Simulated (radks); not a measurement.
Question: Rh I, 45 electrons, occupied as [Kr] 4d9 (not the ground configuration). All-electron calculation, Dirac Kohn-Sham, PBE, spin-unpolarised, spherical densities, point nucleus; open shells are shared between the two j in proportion to 2j + 1. Program: a radial shooting solver on a logarithmic mesh with Libxc functionals. Some entries of the table are withheld. Estimate them.

orbital  occ.  eigenvalue (hartree)  <1/r> (bohr^-1)  <r> (bohr)
1s1/2       2             -846.0911            47.06     0.03263
2s1/2       2             -122.5301            10.79      0.1416
2p1/2       2             -113.4357            10.77      0.1203
2p3/2       4             -108.1209            10.17      0.1252
3s1/2       2             -21.79975            3.743      0.3904
3p1/2       2             -18.24066            3.646         (1)
3p3/2       4             -17.32638            3.503         (2)
3d3/2       4             -11.02682            3.330      0.3683
3d5/2       6             -10.84653            3.293      0.3718
4s1/2       2              -2.91675              (3)      0.9826
4p1/2       2              -1.84060            1.279       1.065
4p3/2       4              -1.69867            1.233       1.098
4d3/2     3.6                   (4)           0.8375       1.674
4d5/2     5.4                   (5)           0.8213       1.712

Answer: 
(1) 3p1/2 <r> (bohr): 0.3830
(2) 3p3/2 <r> (bohr): 0.3938
(3) 4s1/2 <1/r> (bohr^-1): 1.404
(4) 4d3/2 eigenvalue (hartree): -0.14023
(5) 4d5/2 eigenvalue (hartree): -0.12700
